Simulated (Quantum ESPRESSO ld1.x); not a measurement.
Question: Ni I, 28 electrons, occupied as [Ar] 3d8 4s2. Method: scalar-relativistic Kohn-Sham, LDA (Slater exchange, VWN5 correlation), spin-polarised, spherical densities, point nucleus; open shells are filled with parallel spins first; computed with ld1.x of Quantum ESPRESSO 7.5. Some entries of the table are withheld. Estimate them.

| orbital | occ. | eigenvalue (eV) | <r^2> (bohr^2) |
|---|---|---|---|
| 1s up | 1 | -8194.996 | 0.003947 |
| 1s down | 1 | -8194.980 | 0.003947 |
| 2s up | 1 | -980.273 | 0.07115 |
| 2s down | 1 | -979.096 | 0.07105 |
| 2p up | 3 | -844.466 | 0.05709 |
| 2p down | 3 | -843.559 | 0.05699 |
| 3s up | 1 | (1) | 0.6345 |
| 3s down | 1 | (2) | 0.6374 |
| 3p up | 3 | -72.216 | 0.7160 |
| 3p down | 3 | -70.082 | 0.7217 |
| 3d up | 5 | -9.996 | 1.337 |
| 3d down | 3 | -8.108 | 1.464 |
| 4s up | 1 | -6.024 | 8.844 |
| 4s down | 1 | -5.681 | 9.310 |

Answer: 
(1) 3s up eigenvalue (eV): -111.482
(2) 3s down eigenvalue (eV): -109.289
